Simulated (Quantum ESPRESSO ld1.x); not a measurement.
Results of a calculation; reference values are marked as such.
Orbital energies (hartree) of the mercury ion Hg44+, [Kr]: non-relativistic, with first-order perturbation theory as ld1.x prints it (mass-velocity, Darwin and spin-orbit terms), and from the self-consistent Dirac equation with open shells shared by 2j + 1. Spin-unpolarised spherical Kohn-Sham, PBEsol, point nucleus, ld1.x of Quantum ESPRESSO 7.5.

orbital,non-rel.,first order,Dirac
1s1/2,-2834.64,-3102.44,-3129.87
2s1/2,-539.857,-612.233,-619.251
2p1/2,-522.481,-592.862,-597.408
2p3/2,-522.481,-536.216,-525.783
3s1/2,-183.726,-203.308,-204.266
3p1/2,-175.741,-194.330,-194.677
3p3/2,-175.741,-181.515,-178.306
3d3/2,-161.111,-166.214,-162.836
3d5/2,-161.111,-162.744,-159.292
4s1/2,-87.8902,-94.7565,-94.9640
4p1/2,-84.3458,-90.7782,-90.7976
4p3/2,-84.3458,-86.5748,-85.5113

First order keeps the non-relativistic potential frozen, so it lacks the indirect effect: the contracted s and p shells screen the nucleus better and push d and f levels up in the self-consistent Dirac solution.
